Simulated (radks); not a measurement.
The numbers below are computed, except where a source is named.
Removal energies from the tellurium ion Te+, [Kr] 4d10 5s2 5p(1/2: 2, 3/2: 1), by Delta-SCF beside the eigenvalue of the level emptied. Code: a radial shooting solver on a logarithmic mesh with Libxc functionals. Model: Dirac Kohn-Sham, BLYP, spin-unpolarised, spherical densities, finite nucleus; Fermi nuclear charge, rms radius of each element as measured or else 0.836 A^(1/3) + 0.57 fm. Sub-shells are occupied by j as written (lower j first in brackets).

| removed from | final configuration | Delta-SCF (eV) | -eigenvalue (eV) |
|---|---|---|---|
| 5p3/2 | [Kr] 4d10 5s2 5p(1/2: 2, 3/2: 0) | 17.338 | 13.116 |
| 5p1/2 | [Kr] 4d10 5s2 5p(1/2: 1, 3/2: 1) | 18.408 | 14.042 |
| 5s1/2 | [Kr] 4d10 5s1 5p(1/2: 2, 3/2: 1) | 28.117 | 23.134 |
| 4d5/2 | [Kr] 4d(3/2: 4, 5/2: 5) 5s2 5p(1/2: 2, 3/2: 1) | 57.921 | 49.520 |
